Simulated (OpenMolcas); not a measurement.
# Computed transition rates of Ag5+

```json
{
  "Program": "OpenMolcas",
  "Method": "MS-CASPT2, IPEA 0.25 Eh, imaginary shift 0.1 Eh (closed shells correlated: 4s 4p)",
  "Basis": "ANO-R3 [8s6p5d3f2g1h]",
  "Scalar Hamiltonian": "X2C, finite nucleus",
  "Active space": "6 electrons in 5 orbitals (4d)",
  "State averaging": "2S+1 = 5 even, 5 roots; 2S+1 = 3 even, 45 roots; 2S+1 = 1 even, 50 roots",
  "Spin-orbit coupling": "state interaction with AMFI integrals over the reference wave functions, term energies averaged over their components"
}
```

Rates come from the transition moments of the reference wave functions (E1 and E2 in the length form). At fixed line strength A goes as λ^-3 for E1 and M1 and as λ^-5 for E2, so a rate at the computed wavelength can be rescaled to the measured one. Measured vacuum wavelengths follow from level energies in the list in Gamrath, thesis, University of Mons (2023). Branching counts decays inside the model space alone, at computed energies, and the table is only a selection of the E2 and M1 lines, drawn from those between levels with measured partners whose computed energy lies within a factor of 1.5 of the measured one.

```json
{"Upper": "4d6 3P2(1)", "Lower": "4d6 5D3", "Type": "M1", "λ computed (nm)": "529.7", "λ measured (nm)": "545", "A computed (s-1)": "1.46e+01", "A rescaled (s-1)": "", "Branching %": "84.7"}
{"Upper": "4d6 3P1(2)", "Lower": "4d6 5D2", "Type": "M1", "λ computed (nm)": "203.4", "λ measured (nm)": "209.6", "A computed (s-1)": "1.21e+01", "A rescaled (s-1)": "", "Branching %": "43.5"}
{"Upper": "4d6 3P1(1)", "Lower": "4d6 5D2", "Type": "M1", "λ computed (nm)": "407.1", "λ measured (nm)": "411.9", "A computed (s-1)": "1.11e+01", "A rescaled (s-1)": "", "Branching %": "45.2"}
{"Upper": "4d6 3P2(2)", "Lower": "4d6 5D3", "Type": "M1", "λ computed (nm)": "181.4", "λ measured (nm)": "185.8", "A computed (s-1)": "8.33e+00", "A rescaled (s-1)": "", "Branching %": "34.9"}
{"Upper": "4d6 3P1(1)", "Lower": "4d6 3P2(1)", "Type": "M1", "λ computed (nm)": "1440", "λ measured (nm)": "1391", "A computed (s-1)": "8.20e+00", "A rescaled (s-1)": "9.10e+00", "Branching %": "33.5"}
{"Upper": "4d6 3F3(2)", "Lower": "4d6 3D3", "Type": "M1", "λ computed (nm)": "436.6", "λ measured (nm)": "445", "A computed (s-1)": "7.19e+00", "A rescaled (s-1)": "", "Branching %": "27.8"}
{"Upper": "4d6 3D3", "Lower": "4d6 5D4", "Type": "M1", "λ computed (nm)": "292.9", "λ measured (nm)": "298.4", "A computed (s-1)": "6.20e+00", "A rescaled (s-1)": "", "Branching %": "51.5"}
{"Upper": "4d6 1D2(1)", "Lower": "4d6 3F3(1) [74 %]", "Type": "M1", "λ computed (nm)": "568.3", "λ measured (nm)": "590.6", "A computed (s-1)": "6.09e+00", "A rescaled (s-1)": "", "Branching %": "34.1"}
{"Upper": "4d6 1G4(1)", "Lower": "4d6 3H5 [73 %]", "Type": "M1", "λ computed (nm)": "629.9", "λ measured (nm)": "638.2", "A computed (s-1)": "5.51e+00", "A rescaled (s-1)": "", "Branching %": "29.7"}
{"Upper": "4d6 3F3(1) [74 %]", "Lower": "4d6 5D3", "Type": "M1", "λ computed (nm)": "446.7", "λ measured (nm)": "459.8", "A computed (s-1)": "5.41e+00", "A rescaled (s-1)": "", "Branching %": "58.4"}
{"Upper": "4d6 3D1", "Lower": "4d6 5D1", "Type": "M1", "λ computed (nm)": "341.1", "λ measured (nm)": "349.4", "A computed (s-1)": "4.46e+00", "A rescaled (s-1)": "", "Branching %": "47.2"}
{"Upper": "4d6 3D2", "Lower": "4d6 5D2", "Type": "M1", "λ computed (nm)": "338.9", "λ measured (nm)": "348.5", "A computed (s-1)": "3.08e+00", "A rescaled (s-1)": "", "Branching %": "49.3"}
{"Upper": "4d6 1I6", "Lower": "4d6 3H6", "Type": "M1", "λ computed (nm)": "775.4", "λ measured (nm)": "788.5", "A computed (s-1)": "3.05e+00", "A rescaled (s-1)": "", "Branching %": "65.2"}
{"Upper": "4d6 3F2(1)", "Lower": "4d6 5D2", "Type": "M1", "λ computed (nm)": "453.4", "λ measured (nm)": "468.3", "A computed (s-1)": "2.85e+00", "A rescaled (s-1)": "", "Branching %": "58.3"}
{"Upper": "4d6 3G5 [73 %]", "Lower": "4d6 3H6", "Type": "M1", "λ computed (nm)": "1585", "λ measured (nm)": "1551", "A computed (s-1)": "1.75e+00", "A rescaled (s-1)": "", "Branching %": "58.7"}
{"Upper": "4d6 3G4", "Lower": "4d6 5D4", "Type": "M1", "λ computed (nm)": "331.8", "λ measured (nm)": "337.2", "A computed (s-1)": "1.59e+00", "A rescaled (s-1)": "", "Branching %": "47.8"}
{"Upper": "4d6 1I6", "Lower": "4d6 3H5 [73 %]", "Type": "M1", "λ computed (nm)": "794.1", "λ measured (nm)": "807.6", "A computed (s-1)": "1.55e+00", "A rescaled (s-1)": "", "Branching %": "33.0"}
{"Upper": "4d6 3G3 [75 %]", "Lower": "4d6 5D3", "Type": "M1", "λ computed (nm)": "354.5", "λ measured (nm)": "361.4", "A computed (s-1)": "1.39e+00", "A rescaled (s-1)": "", "Branching %": "27.0"}
{"Upper": "4d6 3G5 [73 %]", "Lower": "4d6 3H5 [73 %]", "Type": "M1", "λ computed (nm)": "1665", "λ measured (nm)": "1627", "A computed (s-1)": "9.73e-01", "A rescaled (s-1)": "", "Branching %": "32.6"}
{"Upper": "4d6 5D3", "Lower": "4d6 5D4", "Type": "M1", "λ computed (nm)": "3885", "λ measured (nm)": "3714", "A computed (s-1)": "5.85e-01", "A rescaled (s-1)": "6.70e-01", "Branching %": "100.0"}
{"Upper": "4d6 5D2", "Lower": "4d6 5D3", "Type": "M1", "λ computed (nm)": "7923", "λ measured (nm)": "7933", "A computed (s-1)": "1.25e-01", "A rescaled (s-1)": "1.25e-01", "Branching %": "100.0"}
{"Upper": "4d6 5D1", "Lower": "4d6 5D2", "Type": "M1", "λ computed (nm)": "10540", "λ measured (nm)": "10120", "A computed (s-1)": "7.76e-02", "A rescaled (s-1)": "8.77e-02", "Branching %": "100.0"}
{"Upper": "4d6 3H5 [73 %]", "Lower": "4d6 5D4", "Type": "M1", "λ computed (nm)": "446.4", "λ measured (nm)": "458.5", "A computed (s-1)": "5.92e-02", "A rescaled (s-1)": "", "Branching %": "68.9"}
{"Upper": "4d6 5D0", "Lower": "4d6 5D1", "Type": "M1", "λ computed (nm)": "23230", "λ measured (nm)": "22780", "A computed (s-1)": "1.25e-02", "A rescaled (s-1)": "1.33e-02", "Branching %": "100.0"}
{"Upper": "4d6 3H6", "Lower": "4d6 5D4", "Type": "E2", "λ computed (nm)": "452.5", "λ measured (nm)": "464.8", "A computed (s-1)": "1.28e-04", "A rescaled (s-1)": "", "Branching %": "100.0"}
```

Spin-changing lines and M1 lines between different terms are not rescaled, since their strength hangs on the term gaps too.

The largest correction is for 4d6 5D3 → 4d6 5D4 (M1): 5.85e-01 × (3885 / 3714)^3 = 6.70e-01 s-1, a factor of 1.14.

The computed order of these levels differs from the measured one in 2 places, and where term gaps are wrong the rates of spin-changing lines can be off by large factors.

These are rates of the free ion; in crystals, glasses and complexes forced electric-dipole and non-radiative decay shorten such lifetimes by orders of magnitude. No measured rate stands beside these. Rescaling mends the energy factor alone: line strengths can still be far off where a level mixes with configurations outside the active space, and weak or spin-changing lines hang on small mixing coefficients that depend on the term gaps too, so rescaling need not improve them.

CASPT2 breaks the degeneracy within a term, and the mean is taken; among the terms shown or strongly mixed into the levels shown the widest spread is 1900 cm-1 (4d6 1I). The CASPT2 spread within a term exceeds the gap to the next term for 4d6 3D and 4d6 1I, 4d6 1I and 4d6 1G(1), so the order of their levels is uncertain. Measured partners are found by configuration, term and J. A level has none where our copy of the source lacks it or the pairing is in doubt (some pairs that miss far off the trend of their configuration count as doubtful). Only configurations of the active space appear.

A share in square brackets marks a mixed level and gives the weight of the term that names it. A number in round brackets counts repeated terms of one configuration in the order of the reference energies.
